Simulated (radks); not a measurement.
Isoelectronic series with 7 electrons, all held in the configuration [He] 2s2 2p3, which need not be the ground one along the series. Method: Dirac Kohn-Sham, PBE, spin-unpolarised, spherical densities, point nucleus; open shells fill j = l - 1/2 first; computed with a radial shooting solver on a logarithmic mesh with Libxc functionals. Total energies (hartree) and orbital eigenvalues (hartree) (* marks an orbital that is empty in some or all of the ions):

ion,E (hartree),3s1/2*,2p3/2,2p1/2,2s1/2,1s1/2
Mn18+,-918.38957,-21.61087,-50.51316,-50.96658,-53.92349,-268.3099
Fe19+,-998.19254,-23.89546,-55.69164,-56.23130,-59.33464,-292.2041
Co20+,-1081.41890,-26.29591,-61.12165,-61.75941,-65.01006,-317.1486
Ni21+,-1168.08342,-28.81265,-66.80336,-67.55215,-70.95103,-343.1476
Cu22+,-1258.20157,-31.44615,-72.73695,-73.61084,-77.15890,-370.2057
Zn23+,-1351.78951,-34.19687,-78.92261,-79.93684,-83.63510,-398.3276
Ga24+,-1448.86415,-37.06534,-85.36055,-86.53161,-90.38111,-427.5183
Ge25+,-1549.44313,-40.05206,-92.05097,-93.39664,-97.39851,-457.7830
As26+,-1653.54484,-43.15761,-98.99412,-100.5335,-104.6889,-489.1271
Se27+,-1761.18846,-46.38255,-106.1902,-107.9439,-112.2540,-521.5563
Br28+,-1872.39394,-49.72749,-113.6395,-115.6295,-120.0956,-555.0765
Kr29+,-1987.18207,-53.19305,-121.3423,-123.5922,-128.2156,-589.6938
Rb30+,-2105.57445,-56.77991,-129.2987,-131.8338,-136.6158,-625.4145
